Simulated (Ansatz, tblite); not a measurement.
Forces on the cluster Sn4O8⁺ at its PBE-D4/def2-SVP geometry. Total charge 1; doublet.

In the def2 sets Sn takes a core potential; there is no spin–orbit coupling. The xTB rows come from tblite. The structure holds 4 bonds between oxygen atoms, so isomers without such links may lie far lower. The structure comes from a short search, and lower isomers may exist.

GFN1-xTB (tblite), largest force 2.63 eV/Å:

```xyz
12
positions Å, forces eV/Å
Sn    1.014   -0.640    2.414   -0.444    0.198   -1.060
Sn    0.816   -1.381   -1.187   -0.616    0.600    0.856
Sn    0.213    2.369    0.433    0.231   -1.273   -0.014
Sn   -1.890   -0.801    0.856    1.538    0.432   -1.036
O     0.074   -1.737    0.812    0.201    0.383    0.033
O     0.090    0.815   -1.256   -2.620   -0.156    0.178
O    -1.432   -1.475   -1.437   -0.533    1.255   -0.382
O     2.455    0.186    0.807   -0.456    0.152   -0.089
O    -1.767   -0.289   -2.172    0.788   -0.418    1.851
O     2.337    1.444    0.442   -0.431   -0.267    0.196
O    -1.460    0.751   -1.350    2.418   -0.855   -0.281
O    -0.450    0.759    1.639   -0.077   -0.051   -0.253
```

GFN2-xTB (tblite), largest force 2.28 eV/Å:

```
Sn 0.433 -0.337 0.834
Sn 0.796 -0.543 -0.815
Sn 0.179 0.873 -0.007
Sn -0.979 -0.241 0.242
O 0.151 -0.107 0.271
O -2.256 0.160 -0.303
O -0.727 0.860 -1.099
O -0.078 0.364 -0.189
O 0.646 -0.286 1.697
O 0.008 -0.351 0.122
O 1.883 -0.592 -0.784
O -0.057 0.201 0.032
```

r2SCAN-D4/def2-SVP (Ansatz), largest force 0.54 eV/Å:

```
Sn -0.256 0.103 -0.431
Sn -0.381 0.051 0.221
Sn 0.004 -0.534 0.056
Sn 0.496 0.012 -0.131
O -0.048 0.480 -0.092
O -0.350 -0.129 0.217
O 0.198 0.384 0.148
O -0.189 0.314 -0.019
O 0.145 -0.034 0.194
O -0.211 -0.333 0.095
O 0.364 -0.192 0.052
O 0.229 -0.122 -0.312
```
